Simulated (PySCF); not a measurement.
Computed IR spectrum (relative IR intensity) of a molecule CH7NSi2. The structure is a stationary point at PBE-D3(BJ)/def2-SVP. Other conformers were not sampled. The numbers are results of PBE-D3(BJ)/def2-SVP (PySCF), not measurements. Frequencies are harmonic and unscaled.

Lines under 2 % of the strongest are left out, and lines within 2 cm⁻¹ are merged.

| ν (cm⁻¹) | relative intensity |
|---|---|
| 301 | 4.3 |
| 412 | 51 |
| 417 | 2.6 |
| 519 | 18 |
| 637 | 23 |
| 691 | 79 |
| 741 | 10 |
| 813 | 69 |
| 820 | 6.1 |
| 905 | 43 |
| 969 | 89 |
| 1049 | 10 |
| 1133 | 10 |
| 1293 | 17 |
| 1433 | 2.4 |
| 2102 | 85 |
| 2111 | 100 |
| 2153 | 50 |
| 2166 | 62 |
| 2917 | 42 |
| 2957 | 19 |
| 3502 | 3.6 |

Pick the molecule that these values belong to.
(A) [SiH3]/C=N\[SiH3]
(B) C1[SiH2]N[SiH2]1
(C) C1N[SiH2][SiH2]1

C, C1N[SiH2][SiH2]1
